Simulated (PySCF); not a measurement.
HO3S, SMILES O=[S](=O)O (connectivity only; charge and spin as stated), charge -1, multiplicity 1. Geometry optimised at PBE0-D3(BJ)/def2-SVPD. The spin state was assumed, not searched. The isomer is the one that the SMILES or the coordinates give; other isomers of the formula were not compared. Other conformers were not sampled.

Level of theory: PBE0-D3(BJ)/def2-SVPD (PySCF).

Harmonic wavenumbers (cm⁻¹): 218, 362, 398, 524, 606, 1007, 1098, 1147, 3806. Rotational constants (GHz): 8.790, 7.872, 4.823; symmetry number 1.

**Question.** Work out the zero-point energy and the ideal-gas rigid-rotor harmonic-oscillator thermochemistry at 298.15 K and 1 atm.

**Answer.** ZPE = ½ Σ hcν = ½ × 9166 cm⁻¹ = 54.82 kJ/mol. H − E(el) = 69.04 kJ/mol. Entropy in J/(mol K): translation 163.56, rotation 102.01, vibration 22.19, total 287.76. G − E(el) = -16.76 kJ/mol. Cp = 66.52 J/(mol K).
